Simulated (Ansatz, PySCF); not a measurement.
Gas-phase reaction in SMILES: F[SiH2]Cl -> [SiH2]Cl + F atom (the F-Si bond at the site shown breaks; other sites are not compared here)
Each molecule is optimised on its own at B3LYP-D3(BJ)/def2-TZVP (Ansatz, a program for electronic structure).
Geometry of the first species:
SMILES: F[SiH2]Cl
```xyz
5

Si    -0.6602    -0.3653    -0.0183
F     -1.3303     1.0796    -0.1089
Cl     1.3732    -0.1459     0.0740
H     -1.0030    -1.1093    -1.2389
H     -1.1251    -1.0119     1.2173
```
Charge 0, spin multiplicity 1.

Quantity: bond dissociation energy (enthalpy at 298 K, with B3LYP-D3(BJ) rigid-rotor harmonic-oscillator terms from PySCF), in kcal/mol. Valence correlation only, unless marked. UHF or UKS for open shells. No spin-orbit coupling. No relativistic terms. CBS(X,Y): correlation extrapolated as X^-3; Hartree-Fock from the larger set.

CCSD(T)/CBS(cc-pV(T+d)Z,cc-pV(Q+d)Z) (Ansatz) gives 156.2 kcal/mol.

Problem. Another calculation gave 148.0 kcal/mol. Which level was it?
A. wB97M-V/def2-TZVPD (Ansatz)
B. TPSS/def2-TZVPD (PySCF)
C. LC-wPBE/def2-TZVPD (Ansatz)
D. HF/def2-TZVPD (PySCF)

Solution. B, TPSS/def2-TZVPD (PySCF). The others give 150.9 (LC-wPBE), 115.4 (HF), 153.9 (wB97M-V) kcal/mol.
